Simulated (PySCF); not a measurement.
# C₅H₄OS: calculation and literature

Bonds (- single, = double, # triple, : aromatic): O1=C2 1.207 Å, C2-C3 1.464 Å, C3:C4 1.381 Å, C4:C5 1.413 Å, C5:C6 1.377 Å, C6:S7 1.708 Å, S7:C3 1.729 Å. C2 carries H8; C4 carries H9; C5 carries H10; C6 carries H11.

Published estimates (parent shift plus substituent increments) and measurements: δ $^{1}$H H9 7.78; H11 7.78; H10 7.22 ppm (estimated from measurements, as parent shift plus tabulated substituent increment; solution, not stated per compound (mostly CDCl3 or CCl4); Pretsch, Buehlmann, Badertscher, Structure Determination of Organic Compounds, 4th ed. (2009)).

Theory: shieldings: GIAO CAM-B3LYP/pcSseg-2, PBE0-D3(BJ)/def2-SVP geometry, in PySCF 2.14.0 with density-fitted response routines (gas phase, non-relativistic Hamiltonian, one computed conformer).

**Question.** What does the calculation give, and how does it compare?

**Answer.** 
Reference values: estimated from measurements, as parent shift plus tabulated substituent increment (solution, not stated per compound (mostly CDCl3 or CCl4); Pretsch, Buehlmann, Badertscher, Structure Determination of Organic Compounds, 4th ed. (2009)).
```tsv
atoms	quantity	reference	computed
H9	δ $^{1}$H	7.78	8.30
H11	δ $^{1}$H	7.78	7.79
H10	δ $^{1}$H	7.22	7.37
```

Computed shifts are σ(ref) − σ with the named reference compound (TMS for H and C) calculated as an isolated molecule at the same level.

**Question.** How far are the unscaled $^{1}$H shifts from the references?

**Answer.** Mean signed difference +0.23 ppm, mean absolute 0.23 ppm over 3 comparisons; the largest is +0.52 ppm at H9 (hydrogen on an aromatic CH).
